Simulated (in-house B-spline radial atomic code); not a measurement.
Configurations of Sn⁴⁺, with energies counted from [Kr] 4d10. Computed with a B-spline radial code for spherical atoms: scalar-relativistic (X2C) r2SCAN0, spin-polarised, spherical fractional occupations, exact exchange averaged over the configuration, Fermi nucleus of rms radius 4.6519 fm. Shells without spins written out take the highest spin.

Occupations are held fixed; configurations that lie above the ionisation limit could autoionise.

```
            configuration  E - E(ref) (eV)  highest orbital  its <r> (bohr)
             [Kr] 4d9 5s1           23.259            5s up           1.994
             [Kr] 4d9 5p1            33.95            5p up           2.285
             [Kr] 4d9 5d1           47.819            5d up           3.003
             [Kr] 4d9 5f1           60.869            5f up           4.873
[Ar] 3d9 4s2 4p6 4d10 5s1           488.04            5s up            1.98
[Ar] 3d9 4s2 4p6 4d10 5d1           512.69            5d up           2.966
```

(1) Order these further configurations by energy, lowest first.
A. [Ar] 3d10 4s2 4p5 4d10 4f1
B. [Ar] 3d10 4s2 4p5 4d10 5p1
C. [Ar] 3d10 4s2 4p5 4d10 5d1
D. [Ar] 3d9 4s2 4p6 4d10 5p1
E. [Ar] 3d9 4s2 4p6 4d10 5f1

(2) How far above the reference does [Kr] 4d9 4f1 lie?

## Answers

(1) B (102.67 eV), C (116.57 eV), A (121.42 eV), D (498.77 eV), E (525.94 eV).

(2) 52.72 eV; its least bound orbital is 4f up with <r> = 2.615 bohr.
